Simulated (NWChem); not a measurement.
CH₃IMgO; SMILES C[O][Mg][I]

```xyz
7

Mg     0.0000     0.0000    -1.0548
I      0.0000     0.0000     1.4970
O      0.0000     0.0000    -2.8166
C      0.0000     0.0000    -4.1899
H     -0.0307     1.0264    -4.6067
H      0.9042    -0.4866    -4.6067
H     -0.8735    -0.5398    -4.6067
```
Atoms are numbered in this order, from 1.

Level: PBE0/def2-SVP with def2 effective core potentials on I (NWChem), optimised geometry, unscaled harmonic frequencies. def2 effective core potentials on I; no spin-orbit coupling.

Question: List the harmonic frequencies with IR intensities, and the thermochemistry.

Answer: 
| frequency (cm⁻¹) | IR intensity (km/mol) |
|---|---|
| 69 | 1.0 |
| 69 | 1.0 |
| 142 | 62.5 |
| 142 | 62.5 |
| 232 | 6.4 |
| 677 | 72.0 |
| 1188 | 0.0 |
| 1188 | 0.0 |
| 1311 | 442.3 |
| 1475 | 0.7 |
| 1475 | 0.7 |
| 1482 | 41.4 |
| 2977 | 172.7 |
| 3048 | 59.1 |
| 3048 | 59.1 |

```json
{
 "zero_point_energy": "26.5 kcal/mol",
 "thermal correction to the enthalpy at 298.15 K (with zero-point energy)": "31.1 kcal/mol",
 "heat capacity Cv": "17.2 cal/(mol K)",
 "entropy at 298.15 K and 1 atm (symmetry number 3)": "81.3 cal/(mol K)"
}
```

Rigid rotor and harmonic oscillator; modes under 100 cm⁻¹ make the entropy uncertain.
